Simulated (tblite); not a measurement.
Record of a relaxation.

Compound: C₃H₇GeO (doublet state).
Bonds: C1–C2, C2–C3 (double), C2–O4, O4–Ge5. Hydrogens: H6, H7 on C1; H8, H9 on C3; H10, H11, H12 on Ge5.
Bond orders are those of one Lewis drawing.

Computed with GFN2-xTB (tblite), gas phase: L-BFGS steps from a force-field or distance-geometry start until the largest atomic force falls under 0.01 eV/Å. 7 of its 140 geometries are shown.

Step 0: E = -431.4766 eV, largest atomic force 2.759 eV/Å
```
atom  x, y, z in Å  |  force x, y, z in eV/Å
C1     -0.926    1.204    0.779   -2.327  -1.267  -0.768
C2     -0.690   -0.154    0.194    2.002   0.370   0.599
C3     -1.636   -0.706   -0.526   -1.015   0.014  -0.673
O4      0.506   -0.807    0.426   -0.048   0.468  -0.024
Ge5     2.123   -0.242   -0.089    0.340   0.008  -0.066
H6     -1.693    1.050    1.590    1.271   0.789  -0.303
H7     -1.361    1.807   -0.053    0.666   0.174   0.985
H8     -1.561   -1.673   -0.985    0.051  -0.042   0.112
H9     -2.547   -0.135   -0.668    0.051  -0.371  -0.071
H10     3.150   -0.952    0.834   -0.630   0.182  -0.327
H11     2.304    1.294    0.041   -0.222  -0.523  -0.046
H12     2.333   -0.686   -1.570   -0.138   0.198   0.580
```

Step 23: E = -432.7304 eV, largest atomic force 0.894 eV/Å
```
atom  x, y, z in Å  |  force x, y, z in eV/Å
C1     -0.985    1.161    0.670   -0.464   0.641   0.371
C2     -0.758   -0.068    0.108   -0.120  -0.238   0.238
C3     -1.567   -0.755   -0.754   -0.052  -0.034   0.009
O4      0.350   -0.767    0.510    0.191   0.107   0.300
Ge5     1.909   -0.253   -0.005    0.865   0.134  -0.182
H6     -0.400    1.458    1.545   -0.229   0.043  -0.637
H7     -1.820    1.786    0.338    0.471  -0.397   0.300
H8     -1.224   -1.719   -1.063   -0.103  -0.214  -0.211
H9     -2.562   -0.450   -0.955   -0.373   0.211  -0.285
H10     2.798   -1.001    0.921    0.039  -0.125   0.002
H11     2.164    1.234    0.111   -0.213  -0.085   0.064
H12     2.097   -0.628   -1.452   -0.011  -0.042   0.032
```

Step 46: E = -432.8922 eV, largest atomic force 0.077 eV/Å
```
atom  x, y, z in Å  |  force x, y, z in eV/Å
C1     -1.065    1.142    0.689   -0.026   0.012  -0.008
C2     -0.762   -0.088    0.150   -0.029  -0.004   0.020
C3     -1.598   -0.761   -0.713    0.016  -0.003   0.010
O4      0.411   -0.698    0.528   -0.002  -0.028  -0.072
Ge5     2.016   -0.265   -0.010    0.007   0.020  -0.001
H6     -0.389    1.621    1.376   -0.004  -0.008  -0.029
H7     -1.994    1.624    0.457   -0.009   0.021   0.009
H8     -1.333   -1.726   -1.100    0.054  -0.009   0.000
H9     -2.543   -0.342   -1.003    0.000   0.019   0.039
H10     2.849   -1.085    0.910   -0.008  -0.016   0.019
H11     2.215    1.216    0.144    0.023   0.020   0.027
H12     2.195   -0.641   -1.454   -0.021  -0.024  -0.014
```

Step 70: E = -432.8973 eV, largest atomic force 0.015 eV/Å
```
atom  x, y, z in Å  |  force x, y, z in eV/Å
C1     -1.088    1.151    0.681    0.005   0.005   0.000
C2     -0.772   -0.073    0.136   -0.004  -0.005  -0.011
C3     -1.613   -0.769   -0.703   -0.006  -0.008   0.006
O4      0.418   -0.665    0.478   -0.005  -0.005   0.007
Ge5     2.041   -0.260   -0.013    0.013  -0.007  -0.003
H6     -0.399    1.653    1.336   -0.005  -0.003  -0.010
H7     -2.034    1.613    0.475    0.003   0.005   0.004
H8     -1.315   -1.717   -1.110   -0.007   0.010   0.008
H9     -2.585   -0.384   -0.946    0.013  -0.005  -0.003
H10     2.814   -1.133    0.914   -0.004  -0.001  -0.005
H11     2.304    1.207    0.185   -0.002   0.007   0.009
H12     2.231   -0.625   -1.459   -0.001   0.007  -0.002
```

Step 93: E = -432.9202 eV, largest atomic force 0.277 eV/Å
```
atom  x, y, z in Å  |  force x, y, z in eV/Å
C1     -0.958    1.194    0.367    0.131   0.204   0.081
C2     -0.771   -0.133    0.061    0.057  -0.038  -0.013
C3     -1.749   -0.912   -0.518    0.006  -0.118  -0.056
O4      0.412   -0.763    0.338   -0.004   0.026   0.020
Ge5     2.046   -0.184    0.108    0.004   0.007   0.012
H6     -0.173    1.796    0.809   -0.159  -0.201  -0.105
H7     -1.908    1.657    0.177    0.003   0.031   0.004
H8     -1.546   -1.942   -0.757   -0.032   0.075   0.031
H9     -2.711   -0.507   -0.763   -0.014   0.009   0.047
H10     2.793   -1.432    0.430   -0.008   0.028  -0.029
H11     2.401    0.947    1.036   -0.039  -0.017   0.023
H12     2.166    0.279   -1.315    0.055  -0.007  -0.016
```

Step 116: E = -432.9636 eV, largest atomic force 0.062 eV/Å
```
atom  x, y, z in Å  |  force x, y, z in eV/Å
C1     -0.882    1.206    0.082   -0.030   0.022   0.002
C2     -0.762   -0.154   -0.088    0.031   0.000   0.007
C3     -1.840   -0.978   -0.336    0.002  -0.044  -0.026
O4      0.446   -0.782   -0.024    0.002  -0.008  -0.006
Ge5     2.056   -0.140    0.188    0.001   0.035   0.023
H6     -0.024    1.818    0.307   -0.020  -0.023  -0.023
H7     -1.845    1.675   -0.004    0.050   0.004   0.036
H8     -1.686   -2.034   -0.459   -0.047   0.017  -0.004
H9     -2.832   -0.579   -0.409   -0.037  -0.003   0.002
H10     2.836   -1.379   -0.065    0.027   0.000   0.000
H11     2.221    0.388    1.584   -0.007   0.005   0.034
H12     2.312    0.958   -0.802    0.027  -0.004  -0.047
```

Step 139: E = -432.9702 eV, largest atomic force 0.006 eV/Å
```
atom  x, y, z in Å  |  force x, y, z in eV/Å
C1     -0.870    1.186    0.114   -0.002   0.003  -0.002
C2     -0.758   -0.168   -0.104    0.000   0.002   0.001
C3     -1.849   -0.977   -0.351    0.001   0.001   0.001
O4      0.454   -0.793   -0.087   -0.002   0.002   0.000
Ge5     2.051   -0.127    0.179    0.000   0.005  -0.001
H6      0.002    1.789    0.305    0.000   0.001   0.000
H7     -1.831    1.664    0.098    0.003  -0.002   0.001
H8     -1.718   -2.029   -0.515   -0.002  -0.002  -0.002
H9     -2.839   -0.566   -0.382    0.004  -0.003   0.001
H10     2.857   -1.369    0.047    0.001  -0.006   0.002
H11     2.133    0.491    1.546   -0.001  -0.001   0.000
H12     2.367    0.897   -0.875   -0.003   0.001  -0.001
```

Problem. Summarise the path.

Solution. The energy falls by 144.11 kJ/mol from step 0 to step 139; nine tenths of that is first reached at step 27. It rises by more than 0.2 meV at steps 14 and 91. The largest force goes from 2.759 to 0.006 eV/Å. Among the bonds C1–C2 changes most, from 1.497 to 1.376 Å; the atoms move by 1.074 Å rms after alignment.

The cost below is that of the whole relaxation. On one thread of an Arm Neoverse N1, no GPU (shared host), this took 0.93 s.
